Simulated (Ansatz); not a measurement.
Relaxation of C2H5BBrFO (11 atoms, charge 0, multiplicity 1), to a largest force component of 0.02 eV/Å in at most 50 steps.

Method: Ansatz 0.2.0, RKS LDA/def2-SVP.

```xyz
11
Properties=species:S:1:pos:R:3:forces:R:3
C -1.562 -0.173 0.588 -0.09 3.45 0.45
B -0.053 0.166 0.597 0.88 0.18 0.28
Br 0.767 0.846 2.272 -0.46 -0.44 -1.27
C 0.895 -0.079 -0.717 -2.29 0.27 1.39
O 2.167 0.201 -0.481 0.55 0.69 0.79
F 0.348 0.729 -1.738 0.24 -0.52 0.34
H -2.026 0.100 1.572 0.09 -0.19 -0.34
H -2.060 0.523 -0.200 0.55 -0.99 0.66
H -1.777 -1.180 0.377 -0.47 -2.10 -0.73
H 0.717 -1.157 -0.979 -0.03 -0.04 -0.57
H 2.649 -0.032 -1.269 1.03 -0.32 -1.00
```

**Question.** Where does it end, and by what steps?

**Answer.** The forces met the threshold. The force dipped under the threshold on the way, but the program's further checks kept it going. After 41 steps the energy has fallen by 0.416 eV; F6 moved furthest, 1.95 Å.

| step | energy less start (eV) | largest force component (eV/Å) | accepted |
| --- | --- | --- | --- |
| 0 | 0.0000 | 3.454 | yes |
| 2 | -0.3369 | 0.123 | yes |
| 4 | -0.3407 | 0.060 | yes |
| 6 | -0.3439 | 0.273 | yes |
| 8 | -0.3570 | 0.119 | yes |
| 10 | -0.3679 | 0.191 | yes |
| 12 | -0.3757 | 0.070 | yes |
| 14 | -0.3791 | 0.067 | yes |
| 16 | -0.3806 | 0.018 | yes |
| 18 | -0.3813 | 0.033 | yes |
| 20 | -0.3818 | 0.083 | yes |
| 22 | -0.3825 | 0.092 | yes |
| 24 | -0.3836 | 0.161 | yes |
| 26 | -0.3821 | 0.524 | no |
| 28 | -0.3857 | 0.017 | yes |
| 30 | -0.3858 | 0.439 | no |
| 32 | -0.3932 | 0.077 | yes |
| 34 | -0.3976 | 0.234 | yes |
| 36 | -0.4029 | 0.275 | yes |
| 38 | -0.4111 | 0.121 | yes |
| 40 | -0.4149 | 0.052 | yes |
| 41 | -0.4155 | 0.013 | yes |

```xyz
11
Properties=species:S:1:pos:R:3
C -1.426 0.304 0.532
B -0.004 -0.239 0.742
Br 0.713 -0.660 2.450
C 0.939 -0.411 -0.522
O 1.125 0.861 -1.001
F 0.261 -1.193 -1.449
H -2.038 0.459 1.441
H -1.319 1.259 -0.035
H -1.954 -0.373 -0.179
H 1.905 -0.939 -0.318
H 1.864 0.873 -1.641
```

Run time: 78 s on 2 threads of Arm Neoverse V2 (shared host), peak memory 0.18 GiB.
